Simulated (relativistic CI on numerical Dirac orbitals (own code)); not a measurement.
## One change at a time: Nd30+

Base calculation: Dirac-Coulomb-Breit CI, separate exchange-only KLI orbitals for each configuration, model QED (radiative potential, 1s self-energy scaled to tabulated hydrogen-like ionisation energies), unscaled Slater integrals.

Configuration list (outside the closed core [Ar] 3d10): 4s2, 4s 4p, 4p2, 4s 4d, 4d2, 4s 4f, 4p 4d, 4f2, 4p 4f, 4d 4f, 4s 5s, 4s 5p, 4s 5d, 4s 5f, 4s 5g, 4s 6s. Levels of other configurations are missing.

The lowest level and the first level of each name with at least 55 % of one term (blank where a level has no safe partner in the second run):

```
      Level  Base (cm⁻¹)  Shift (cm⁻¹)
   4s2 1S_0            0             0
4s 4p 3P°_0       459926         +1765
4s 4p 3P°_1       494560          -434
4s 4p 3P°_2       719742         +1707
4s 4p 1P°_1       833136         -9640
   4p2 3P_0      1066966         -3038
   4p2 3P_1      1292031           +22
   4p2 1D_2      1298318          +925
   4p2 3P_2      1540260         +1915
 4s 4d 3D_1      1614566          -480
   4p2 1S_0      1628821         -7850
 4s 4d 3D_2      1631856         -1055
 4s 4d 3D_3      1667155          -437
 4s 4d 1D_2      1760077        -12189
```

At this charge energies of transitions that change n are usually good to better than 1 %, and those within a shell (Δn = 0) to a few per cent.

(1) One thing was changed in a second run, which moved the levels as shown. Which?
A. Breit term removed
B. configuration mixing switched off
C. valence Slater integrals scaled by 0.9
D. QED terms removed

Results:

(1) C. Valence Slater integrals scaled by 0.9. Scaling acts on the splittings between terms and on the mixing, and leaves the fine structure of pure LS terms nearly alone; in jj coupling it moves the levels of one term differently.

LS names give the leading component of a level, which can be under half, so a name can repeat, a term be missing and a line seem to break the LS rules.
